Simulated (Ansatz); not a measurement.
Born–Oppenheimer molecular dynamics of CH$_{8}$B$_{2}$Si (12 atoms, charge 0, multiplicity 1). It starts from a relaxed structure.

All numbers below come from Ansatz, RKS B3LYP/6-31G*.

| Property | Result |
| --- | --- |
| ensemble | NVT, Langevin thermostat |
| time step | 0.5 fs |
| steps asked | 300 |
| set temperature | 700 K |
| friction | 0.005 /fs |
| seed | 34496 |

Frames 10 fs apart, positions in Å.

Velocities at 15.0 fs (Å/ps):

```
B -4.02 -3.24 -0.97
Si -4.67 -2.38 2.38
B 1.56 3.31 0.99
C 7.87 1.21 5.94
H 27.55 31.31 -1.81
H 11.79 0.73 -5.48
H 26.67 15.77 -1.66
H -21.30 -34.99 -1.21
H 10.41 14.77 2.46
H 6.37 -1.55 -6.45
H -5.27 20.47 -8.25
H 30.70 15.24 -10.22
```

```xyz
12
Properties=species:S:1:pos:R:3 time_fs=15.0 energy_less_start_eV=0.516 T=314
B -1.282 1.474 -0.029
Si 0.327 0.255 0.181
B -0.117 -0.913 1.769
C 0.934 -0.565 -1.432
H -1.878 1.482 -1.017
H -1.518 2.205 0.831
H 1.221 1.359 0.608
H -0.708 -2.082 1.562
H -0.014 -0.551 2.927
H 0.272 -1.375 -1.722
H 1.242 0.017 -2.291
H 1.972 -0.937 -1.162
12
Properties=species:S:1:pos:R:3 time_fs=25.0 energy_less_start_eV=0.391 T=340
B -1.294 1.427 -0.025
Si 0.280 0.243 0.207
B -0.125 -0.916 1.768
C 1.031 -0.550 -1.390
H -1.788 1.735 -1.076
H -1.493 2.229 0.856
H 1.268 1.305 0.481
H -0.630 -1.930 1.641
H 0.094 -0.493 2.854
H 0.437 -1.378 -1.752
H 0.912 0.253 -2.121
H 2.012 -1.014 -1.246
12
Properties=species:S:1:pos:R:3 time_fs=35.0 energy_less_start_eV=0.495 T=214
B -1.300 1.429 -0.017
Si 0.262 0.229 0.213
B -0.121 -0.913 1.771
C 1.042 -0.557 -1.349
H -1.865 1.690 -1.069
H -1.712 2.048 1.018
H 1.350 1.321 0.566
H -0.611 -1.907 1.745
H 0.163 -0.504 2.827
H 0.413 -1.321 -1.784
H 1.024 0.313 -2.005
H 2.096 -0.783 -1.350
12
Properties=species:S:1:pos:R:3 time_fs=45.0 energy_less_start_eV=0.276 T=360
B -1.327 1.460 -0.013
Si 0.293 0.220 0.187
B -0.126 -0.917 1.806
C 1.037 -0.522 -1.354
H -1.861 1.611 -1.100
H -1.904 1.796 1.002
H 1.203 1.162 0.819
H -0.638 -2.029 1.801
H 0.093 -0.456 2.886
H 0.502 -1.347 -1.846
H 1.102 0.250 -2.103
H 2.022 -0.910 -1.125
12
Properties=species:S:1:pos:R:3 time_fs=55.0 energy_less_start_eV=0.453 T=293
B -1.370 1.424 -0.010
Si 0.321 0.241 0.181
B -0.144 -0.968 1.842
C 1.064 -0.546 -1.393
H -1.843 1.752 -1.066
H -1.999 1.857 0.851
H 1.332 1.169 0.857
H -0.573 -2.172 1.721
H -0.052 -0.377 2.942
H 0.463 -1.392 -1.709
H 1.310 0.119 -2.196
H 1.952 -0.993 -1.056
12
Properties=species:S:1:pos:R:3 time_fs=65.0 energy_less_start_eV=0.426 T=253
B -1.383 1.407 -0.020
Si 0.327 0.267 0.216
B -0.117 -1.014 1.787
C 1.109 -0.603 -1.384
H -1.637 1.772 -1.111
H -1.975 1.883 0.840
H 1.425 1.273 0.619
H -0.442 -2.196 1.800
H -0.158 -0.557 2.910
H 0.375 -1.270 -1.805
H 1.397 0.000 -2.239
H 2.010 -1.065 -1.112
12
Properties=species:S:1:pos:R:3 time_fs=75.0 energy_less_start_eV=0.462 T=343
B -1.313 1.375 -0.055
Si 0.348 0.258 0.255
B -0.052 -1.045 1.726
C 1.134 -0.641 -1.380
H -1.713 1.626 -1.178
H -1.973 1.775 0.908
H 1.247 1.392 0.569
H -0.307 -2.137 1.551
H -0.262 -0.554 2.772
H 0.454 -1.341 -1.848
H 1.367 0.204 -1.976
H 1.940 -1.272 -1.099
12
Properties=species:S:1:pos:R:3 time_fs=85.0 energy_less_start_eV=0.416 T=410
B -1.240 1.296 -0.113
Si 0.407 0.234 0.249
B -0.005 -1.046 1.693
C 1.100 -0.605 -1.274
H -1.731 1.642 -1.196
H -1.899 1.646 0.919
H 1.175 1.462 0.599
H -0.143 -2.128 1.278
H -0.272 -0.774 2.795
H 0.332 -1.111 -1.848
H 1.500 0.142 -1.961
H 2.000 -1.145 -1.077
12
Properties=species:S:1:pos:R:3 time_fs=95.0 energy_less_start_eV=0.685 T=317
B -1.221 1.240 -0.137
Si 0.472 0.236 0.237
B 0.012 -1.069 1.687
C 1.144 -0.531 -1.216
H -1.550 1.761 -1.177
H -1.750 1.640 0.852
H 1.271 1.434 0.759
H -0.035 -2.252 1.178
H -0.124 -1.109 2.924
H 0.362 -1.145 -1.673
H 1.463 0.205 -1.945
H 1.829 -1.338 -0.978
12
Properties=species:S:1:pos:R:3 time_fs=105.0 energy_less_start_eV=0.306 T=517
B -1.186 1.256 -0.097
Si 0.493 0.266 0.287
B 0.076 -1.175 1.658
C 1.207 -0.595 -1.274
H -1.461 1.602 -1.168
H -1.913 1.570 0.750
H 1.428 1.271 0.832
H -0.105 -2.298 1.141
H -0.002 -1.031 2.897
H 0.306 -1.080 -1.653
H 1.635 0.069 -2.044
H 2.017 -1.309 -0.960
12
Properties=species:S:1:pos:R:3 time_fs=115.0 energy_less_start_eV=0.565 T=301
B -1.200 1.294 -0.039
Si 0.515 0.295 0.323
B 0.129 -1.289 1.608
C 1.233 -0.641 -1.311
H -1.459 1.377 -1.204
H -2.089 1.497 0.655
H 1.571 1.189 0.970
H -0.202 -2.352 1.339
H 0.088 -0.983 2.735
H 0.514 -1.266 -1.873
H 1.680 0.028 -2.089
H 2.046 -1.407 -1.082
12
Properties=species:S:1:pos:R:3 time_fs=125.0 energy_less_start_eV=0.613 T=329
B -1.232 1.282 -0.012
Si 0.558 0.265 0.324
B 0.157 -1.325 1.615
C 1.289 -0.629 -1.347
H -1.437 1.335 -1.225
H -2.088 1.718 0.724
H 1.698 1.067 0.905
H -0.242 -2.361 1.389
H 0.246 -1.084 2.733
H 0.496 -1.246 -1.826
H 1.739 0.119 -2.042
H 2.095 -1.239 -0.830
```

Of the whole run (150 fs, mean temperature of the second half 400 K): The mean temperature of the second half is 43 % below the set value. A run of 0.15 ps of so small a system gives no equilibrium averages.

Time of the run: 8.6 min on 1 thread of Intel(R) Xeon(R) 6975P-C (Granite Rapids), with other jobs on the host, peak memory 0.25 GiB.
